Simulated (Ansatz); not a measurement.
Correlation energies of BClH$_{6}$OSi$_{2}$ (`B[Si](O)([SiH3])Cl`) by basis set

```json
{"atom": "B1", "x (Å)": "1.0958", "y (Å)": "-1.7071", "z (Å)": "0.6604"}
{"atom": "Si2", "x (Å)": "0.2192", "y (Å)": "-0.3207", "z (Å)": "-0.3887"}
{"atom": "O3", "x (Å)": "0.2397", "y (Å)": "-0.4294", "z (Å)": "-2.0233"}
{"atom": "Si4", "x (Å)": "-1.3542", "y (Å)": "1.2373", "z (Å)": "0.3731"}
{"atom": "Cl5", "x (Å)": "2.1148", "y (Å)": "0.3751", "z (Å)": "0.3860"}
{"atom": "H6", "x (Å)": "1.8455", "y (Å)": "-2.4524", "z (Å)": "0.1086"}
{"atom": "H7", "x (Å)": "0.9041", "y (Å)": "-1.7638", "z (Å)": "1.8358"}
{"atom": "H8", "x (Å)": "0.0053", "y (Å)": "0.3456", "z (Å)": "-2.5372"}
{"atom": "H9", "x (Å)": "-2.7310", "y (Å)": "0.7345", "z (Å)": "0.1201"}
{"atom": "H10", "x (Å)": "-1.1624", "y (Å)": "1.4612", "z (Å)": "1.8274"}
{"atom": "H11", "x (Å)": "-1.1767", "y (Å)": "2.5198", "z (Å)": "-0.3622"}
```

Charge 0, multiplicity 1. The geometry is a stationary point of PBE0-D4/def2-TZVP. It is one conformer, not always the lowest. Frozen core, restricted reference, Ansatz. CBS rows extrapolate triple and quadruple zeta; past MP2 they add the triple-zeta difference.

```tsv
basis	HF (Eh)	MP2 corr.
def2-TZVPP	-1140.53678	-0.78248
def2-QZVPP	-1140.57228	-0.84740
```

**Question.** Estimate the CCSD correlation energy and the (T) correction in each basis where they were run (hartree).

**Answer.** 
| basis | CCSD corr. | (T) |
| --- | --- | --- |
| def2-TZVPP | -0.84437 | -0.03392 |
| CBS(def2) | -0.95737 | as TZ |
